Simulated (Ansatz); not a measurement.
```yaml
crystal:
  periodic: [false, false, false]
  atoms:
    - {symbol: O, position_ang: [-0.472075, -0.331728, 0.437413]}
    - {symbol: Si, position_ang: [-0.451793, -0.156070, -0.622584]}
    - {symbol: Ge, position_ang: [0.514921, 0.226654, 0.466884]}
    - {symbol: H, position_ang: [-0.304611, -0.860670, -1.063276]}
    - {symbol: H, position_ang: [-0.972791, 0.476701, -0.895833]}
    - {symbol: H, position_ang: [0.510437, 1.161945, 0.900875]}
    - {symbol: H, position_ang: [1.177494, -0.323600, 0.848001]}
basis:
  gaussian: {orbitals: pcseg-2}
hamiltonian: {xc: {name: PBE0-DH}}
output: {forces: true}
```

```sh
$ ansatz run in.yaml --threads 2 --pin off --events-out ev --progress --plain --max-ram 4352MiB
```

Shortened log:

```
Functional definition: PBE0-DH
986 factors; integrals over basis functions are off by at most 9.2e-4 eV
mean field evaluation 1: about -66394.9226 eV, gradient 9.3e1 eV
mean field evaluation 2: about -66395.4529 eV, gradient 9.2e1 eV
mean field evaluation 4: about -66406.5977 eV, gradient 8.0e0 eV
mean field evaluation 8: about -66406.7112 eV, gradient 6.8e-1 eV
mean field evaluation 16: about -66406.7118 eV, gradient 8.2e-5 eV
mean field -66406.71184900 eV, -2440.4016483648 hartree, gradient 1.7e-6 eV, S^2 0.000000; 0 other end points of the search recorded, 0 dependent functions left out
15 core orbitals not correlated: weight in the atoms' cores, before any rotation towards them, 0.995 or more for the frozen orbitals, at most 0.003 for the correlated occupied ones
reference -66406.71187219 eV, -2440.4016492168 hartree; 14, 14 occupied and 134, 134 virtual orbitals, 986 factors
second order -19.35057214 eV of doubles, -0.00000000 eV of singles
Total energy: -66409.13069370 eV, -2440.4905392681 hartree
Atom 0 at    -0.472075    -0.331728     0.437413 Å, force  -105.186773   -73.253793    95.245873 eV/Å
Atom 1 at    -0.451793    -0.156070    -0.622584 Å, force    -3.129943    14.372146   -80.116886 eV/Å
Atom 2 at     0.514921     0.226654     0.466884 Å, force    98.333359    67.342658     4.600665 eV/Å
Atom 3 at    -0.304611    -0.860670    -1.063276 Å, force     9.396331   -49.218749   -32.817761 eV/Å
Atom 4 at    -0.972791     0.476701    -0.895833 Å, force   -33.286617    39.195431   -18.661574 eV/Å
Atom 5 at     0.510437     1.161945     0.900875 Å, force    -0.025672    28.112183    13.097560 eV/Å
Atom 6 at     1.177494    -0.323600     0.848001 Å, force    33.899316   -26.549876    18.652121 eV/Å
Dipole moment:    -0.246319    -0.114217     0.102946 e Å
```

(1) What is wrong with this run?

Answers

(1) The geometry is squeezed to about two thirds of its size. Self-consistency was reached. The result belongs to that input, not to the molecule as meant.
